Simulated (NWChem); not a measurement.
Species: HSO$_{3}$ cation; SMILES O=S(=O)=[OH+]

B3LYP is NWChem's, with the RPA form of VWN correlation.

Question: Give the equilibrium geometry at B3LYP/6-31G* (spherical d) (NWChem) as a list of bonds and angles, with the point group.

Answer: point group Cs; any orientation.
Bonds (Å): O1–S2 1.432, S2–O3 1.426, S2–O4 1.559, O4–H5 0.994. Angles (°): O1–S2–O3 132.5, O1–S2–O4 116.4, O3–S2–O4 111.1, S2–O4–H5 114.1.
